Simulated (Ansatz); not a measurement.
`[AlH2][CH2]CI` + H–F → `FCCI` + `[AlH3]`  (substitution at a C–Al bond)

Isolated molecules relaxed with PBE0-D4/def2-TZVP in Ansatz; ΔE leaves out vibrations. CBS: MP2 limit from def2 TZ/QZ plus the TZ coupled-cluster correction, frozen cores. This one scheme is used for every species. DFT in def2-TZVPP. B3LYP here is the variant with VWN-RPA as its local correlation; programs differ in this. def2 core potentials past Kr. For I outer-core shells are correlated without core-valence functions, which leaves a few kJ/mol of doubt a bond. Each species was taken in one conformer, which may not be the lowest.

| level | ΔE (kJ/mol) |
| --- | --- |
| r2SCAN | 73.0 |
| B3LYP | 63.2 |
| MP2/def2-QZVPP | 91.5 |
| SCS-MP2/def2-QZVPP | 78.3 |

(1) What does CCSD(T)/CBS give? (An estimate is asked.)

Largest T1 diagnostic among the species: 0.009.

Results:

(1) The calculation gave: +81.5 kJ/mol. The listed levels differ from it by -8.5, -18.3, 10.0, -3.2 kJ/mol.

In def2-TZVPP, CCSD(T) changes the Hartree–Fock value by +29.5 kJ/mol (the triples alone add +3.5 kJ/mol) and MP2 by +41.9 kJ/mol. The D4 term adds +6.5 kJ/mol with B3LYP and +3.6 kJ/mol with PBE0; it sums over pairs of atoms, weighted by their polarisabilities, and B3LYP, whose exchange is more repulsive, gets the larger term.
